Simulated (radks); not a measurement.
Task: Excited configurations of Ca+: one electron is placed in a higher orbital outside [Ar]. The ground configuration is [Ar] 4s1. All-electron calculation, non-relativistic Kohn-Sham, PBE, spin-polarised, spherical densities, point nucleus; open shells are filled with parallel spins first. Program: a radial shooting solver on a logarithmic mesh with Libxc functionals. Excitation = E - E(ground); binding = E(ion) - E, where the ion is the core of charge +2; n* = 2/sqrt(2 binding) in atomic units, and the quantum defect is n - n*.

| outer orbital | excitation (eV) | binding (eV) | n* | quantum defect | eigenvalue (eV) | <r> (bohr) |
|---|---|---|---|---|---|---|
| 3d | 1.302 | 10.688 | 2.257 | 0.743 | -5.992 | 2.340 |
| 4p | 3.024 | 8.966 | 2.464 | 1.536 | -6.839 | 4.337 |
| 4d | 6.644 | 5.345 | 3.191 | 0.809 | -4.009 | 6.475 |
| 6p | 9.028 | 2.961 | 4.287 | 1.713 | -2.394 | 14.13 |
| 7s | 9.709 | 2.281 | 4.885 | 2.115 | -1.878 | 18.97 |
| 7p | 9.971 | 2.019 | 5.192 | 1.808 | -1.657 | 21.07 |
| 7d | 10.407 | 1.583 | 5.864 | 1.136 | -1.295 | 26.17 |

Estimate the row for 6f.

Result: excitation (eV) 10.267; binding (eV) 1.723; n* 5.621; quantum defect 0.379; eigenvalue (eV) -1.375; <r> (bohr) 22.20. The Delta-SCF ionisation energy is 11.990 eV (NIST Atomic Spectra Database: 11.872 eV, measured). Self-interaction in the functional shifts the binding energies and quantum defects, so they are the method's values and not measured ones.
